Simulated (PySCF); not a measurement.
**Isomerisation enthalpies of C7H16**

**Measured values to compare with.**

CRC Handbook of Chemistry and Physics lists, for the gas at 298.15 K: enthalpy of formation of `CCCC(C)(C)C` (2,2-dimethylpentane) -205.7 kJ/mol; enthalpy of formation of `CC(C)C(C)(C)C` (2,2,3-trimethylbutane) -204.4 kJ/mol; enthalpy of formation of `CC(C)CC(C)C` (2,4-dimethylpentane) -201.6 kJ/mol; enthalpy of formation of `CCC(C)(C)CC` (3,3-dimethylpentane) -201 kJ/mol; enthalpy of formation of `CCCCC(C)C` (2-methylhexane) -194.5 kJ/mol; enthalpy of formation of `CCC(CC)CC` (3-ethylpentane) -189.5 kJ/mol; enthalpy of formation of `CCCCCCC` (heptane) -187.6 kJ/mol.

How close the calculation comes is told at the end.

Differences of these values give the isomerisation enthalpies. Geometries: PBE0-D3(BJ)/def2-SVP; runs in PySCF, gas phase, with a dispersion term only where the level names one. Total electronic energies (Eh):

```json
{"SMILES": "CCCC(C)(C)C", "PBE0-D3(BJ)/def2-SVP": "-275.86852"}
{"SMILES": "CC(C)C(C)(C)C", "PBE0-D3(BJ)/def2-SVP": "-275.86659"}
{"SMILES": "CC(C)CC(C)C", "PBE0-D3(BJ)/def2-SVP": "-275.86859"}
{"SMILES": "CCC(C)(C)CC", "PBE0-D3(BJ)/def2-SVP": "-275.86755"}
{"SMILES": "CCCCC(C)C", "PBE0-D3(BJ)/def2-SVP": "-275.86757"}
{"SMILES": "CCC(CC)CC", "PBE0-D3(BJ)/def2-SVP": "-275.86511"}
{"SMILES": "CCCCCCC", "PBE0-D3(BJ)/def2-SVP": "-275.86668"}
```

Zero-point and thermal terms are left out, so the computed numbers are electronic energies.

## Comparison

Relative to `CCCC(C)(C)C`, the lowest by measurement, in kJ/mol (measured: enthalpies at 298.15 K; computed: electronic energies):

```json
{"SMILES": "CCCC(C)(C)C", "measured": "0.0", "PBE0-D3(BJ)/def2-SVP": "0.0"}
{"SMILES": "CC(C)C(C)(C)C", "measured": "1.3", "PBE0-D3(BJ)/def2-SVP": "5.1"}
{"SMILES": "CC(C)CC(C)C", "measured": "4.1", "PBE0-D3(BJ)/def2-SVP": "-0.2"}
{"SMILES": "CCC(C)(C)CC", "measured": "4.7", "PBE0-D3(BJ)/def2-SVP": "2.6"}
{"SMILES": "CCCCC(C)C", "measured": "11.2", "PBE0-D3(BJ)/def2-SVP": "2.5"}
{"SMILES": "CCC(CC)CC", "measured": "16.2", "PBE0-D3(BJ)/def2-SVP": "9.0"}
{"SMILES": "CCCCCCC", "measured": "18.1", "PBE0-D3(BJ)/def2-SVP": "4.8"}
```

Measured values: -205.7 kJ/mol (298.15 K; CRC Handbook of Chemistry and Physics) for the first row; the others come from the same table. Mean unsigned miss over the other isomers: PBE0-D3(BJ)/def2-SVP 6.6 kJ/mol. The two lowest measured values lie only 1.3 kJ/mol apart, so their order may not be settled by the table. One conformer stands for `CCCC(C)(C)C`, `CC(C)CC(C)C`, `CCC(C)(C)CC`, `CCCCC(C)C`, `CCC(CC)CC` and `CCCCCCC`, not necessarily the lowest, while the measurement averages over conformers. Where a level misses, the cause wasn't examined.

Shape of the structure used: `[CH3:1][CH2:2][C:3]([CH3:4])([CH3:5])[CH2:6][CH3:7]`: C1–C2–C3–C4 64°, C2–C3–C6–C7 -57°.
